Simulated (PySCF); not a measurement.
CH8O3Si2, SMILES CO[Si@@H](O)[SiH2]O.

Geometry optimised at PBE0-D3(BJ)/def2-SVP. The structure was generated by enumeration; whether it is a known compound was not checked. Other conformers were not sampled.

Calculation: ωB97X/def2-TZVP (PySCF).

The molecule is in vacuum.

The total energy is -847.75885 hartree and the highest occupied level is -10.15 eV. The lowest empty level is 1.63 eV. The orbital gap is 11.78 eV and the dipole moment is 1.83 D. The quadrupole, principal values (traceless, Buckingham form, about the centre of nuclear charge) is -14.13, 4.83, 9.30 D·Å. The mean static polarisability comes out as 73.7 bohr³ (10.92 Å³). The polarisability, principal values is 66.5, 69.7, 84.9 bohr³.
